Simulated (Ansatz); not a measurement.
Species: (2S)-2-chlorohexane, C6H13Cl (charge 0, singlet). 
Coordinates optimised at B3LYP-D3(BJ)/def2-TZVP (Ansatz, a first-principles code):
```
C
H 1 1.0940
H 1 1.0965 2 106.49
C 1 1.5195 2 108.78 3 -114.69
H 4 1.0898 1 110.16 2 -173.89
C 4 1.5158 5 110.49 1 126.03
H 6 1.0891 4 111.24 5 56.68
H 6 1.0907 7 108.47 4 -121.98
H 6 1.0930 7 108.50 8 -117.56
C 1 1.5243 2 110.17 3 118.32
H 10 1.0925 1 109.34 2 63.83
H 10 1.0959 11 106.32 1 -117.85
C 10 1.5267 11 109.50 12 -118.01
H 13 1.0948 10 109.09 11 -64.08
H 13 1.0951 14 106.12 10 117.79
C 13 1.5258 14 109.53 15 118.18
H 16 1.0914 13 111.49 14 -58.07
H 16 1.0925 17 107.80 13 -122.08
H 16 1.0927 17 107.76 18 -115.80
Cl 4 1.8309 5 103.75 1 -117.68
```
Charge 0, spin multiplicity 1.

Total electronic energies in hartree. Cores are frozen in the correlated levels unless marked. No spin-orbit coupling. Non-relativistic. CBS marks a two-point X^-3 extrapolation of the correlation energy; Hartree-Fock from the larger set. [CCSD(T)-MP2]/basis is that difference in the basis named.

| level | program | energy (Eh) |
|---|---|---|
| HF/cc-pV(D+d)Z | Ansatz | -694.31305 |
| revPBE-D3(BJ)/def2-TZVPD | Ansatz + dftd3 | -696.65960 |
| B3LYP-D4/def2-TZVPD | Ansatz + dftd4 | -696.83209 |
| PBE0-D4/def2-TZVP | Ansatz + dftd4 | ? |
| LC-wPBE/def2-TZVPD | Ansatz | -696.51497 |
| wB97X-V/def2-TZVPD | Ansatz | -696.65126 |
| B2PLYP-D3(BJ)/def2-TZVPD | Ansatz + dftd3 | -696.42180 |
| MP2/6-31G | Ansatz | -694.74875 |
| SCS-MP2/aug-cc-pV(D+d)Z | Ansatz | -695.37322 |
| SCS-MP2/cc-pV(T+d)Z | Ansatz | -695.64528 |
| CCSD/cc-pwCVTZ | Ansatz | -695.73540 |
| CCSD(T)/6-31G | Ansatz | -694.84441 |
| CCSD(T)/cc-pV(T+d)Z | Ansatz | -695.77512 |
| CCSD(T)/cc-pVTZ | Ansatz | -695.77273 |
| RI-MP2/CBS(aug-cc-pV(T+d)Z,aug-cc-pV(Q+d)Z)+[CCSD(T)-MP2]/aug-cc-pV(T+d)Z | Ansatz | -695.9401 |

Q: Fill in the missing entries.

A: 
- PBE0-D4/def2-TZVP, energy (Eh): -696.34673
